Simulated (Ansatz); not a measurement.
System: sum formula SiH2S2Cl2 (charge 0, singlet). 
Structure (B3LYP-D3(BJ)/def2-TZVP (Ansatz, a first-principles code) minimum search):
```
Si
Cl 1 2.0503
Cl 1 2.0561 2 107.41
S 1 2.1199 2 105.31 3 -120.88
H 4 1.3459 1 93.50 2 179.38
S 1 2.1232 2 113.05 3 120.65
H 6 1.3457 1 94.50 2 -78.77
```

Basis-set convergence of Hartree-Fock and CCSD correlation energies (hartree) with Ansatz. Correlated levels leave the core frozen unless marked. No spin-orbit coupling. Non-relativistic.

| basis | functions | E(HF) | E(corr, CCSD) |
|---|---|---|---|
| aug-cc-pV(D+d)Z | 178 | -2004.36804 | -0.74382 |
| aug-cc-pV(T+d)Z | 321 | -2004.43569 | -0.92860 |
| aug-cc-pV(Q+d)Z | 537 | -2004.45130 | -0.99082 |

Extrapolating the two largest sets (X = 3 and 4) as X^-3: E(corr) = (64·(-0.99082) - 27·(-0.92860))/37 = -1.0362 Eh, an estimate of the basis-set limit. The largest set recovers 95.6 % of it, the smallest 71.8 %.
